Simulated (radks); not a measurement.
Polarisability of the aluminium ion Al2+, [Ne] 3s1, at imaginary frequency. Method: scalar-relativistic Kohn-Sham, exchange-only LDA, spin-polarised, spherical densities, finite nucleus; open shells are filled with parallel spins first; Fermi nuclear charge, rms radius 3.061 fm; computed with a radial shooting solver on a logarithmic mesh with Libxc functionals. Response by self-consistent Sternheimer equations with the Hartree and adiabatic exchange-only LDA kernel, the relativistic mass of each level held fixed and spin-orbit coupling left out.

w (hartree),alpha1(iw) (bohr^3),alpha2(iw) (bohr^5)
0.00266,12.80,39.21
0.0143,12.76,39.19
0.0360,12.56,39.02
0.0697,11.95,38.50
0.118,10.64,37.22
0.186,8.540,34.62
0.280,6.056,30.14
0.413,3.839,23.75
0.605,2.257,16.48
0.892,1.285,9.958
1.35,0.7353,5.270
2.12,0.4287,2.453
3.59,0.2403,0.9837
6.94,0.1064,0.3096
17.5,0.02500,0.05625

Static values: alpha1 = 12.80 bohr^3 (1.897 angstrom^3; uncoupled 15.27), alpha2 = 39.22 bohr^5, alpha3 = 233.2 bohr^7. C6 = 33.45, C8 = 676.4, triple-dipole C9 = 312.8 atomic units. One-pole (London) frequency 4 C6 / (3 alpha1^2) = 0.272 hartree, against 0.876 for minus the highest occupied eigenvalue.
